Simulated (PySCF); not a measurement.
InClI2, SMILES [Cl][In]([I])[I]. Atoms are numbered in the order given.

```xyz
4

In     0.0000     0.0000    -0.5599
Cl     0.0000     0.0000    -2.9126
I      0.0000    -2.3447     0.7259
I      0.0000     2.3447     0.7259
```
Charge 0, spin multiplicity 1.

Coordinates come from a B3LYP-D3(BJ)/def2-SVP optimisation. The structure was generated by enumeration; whether it is a known compound was not checked. The def2 effective core potentials stand for the cores of I, In; spin–orbit coupling is left out.

Calculation: PySCF with B3LYP-D3(BJ)/def2-SVP.

Frequencies are harmonic and unscaled.

```json
[
 {"mode": "1", "ν (cm⁻¹)": "48", "IR (km/mol)": "1.1", "moving atoms (share of kinetic energy)": "I 66 %, In 26 %"},
 {"mode": "2", "ν (cm⁻¹)": "73", "IR (km/mol)": "4.8", "moving atoms (share of kinetic energy)": "In 63 %, Cl 25 %, I 12 %"},
 {"mode": "3", "ν (cm⁻¹)": "77", "IR (km/mol)": "5.8", "moving atoms (share of kinetic energy)": "Cl 75 %, I 20 %"},
 {"mode": "4", "ν (cm⁻¹)": "167", "IR (km/mol)": "2.8", "moving atoms (share of kinetic energy)": "I 71 %, In 20 %, Cl 10 %"},
 {"mode": "5", "ν (cm⁻¹)": "230", "IR (km/mol)": "43.7", "moving atoms (share of kinetic energy)": "In 64 %, I 36 %"},
 {"mode": "6", "ν (cm⁻¹)": "367", "IR (km/mol)": "50.0", "moving atoms (share of kinetic energy)": "Cl 74 %, In 26 %"}
]
```
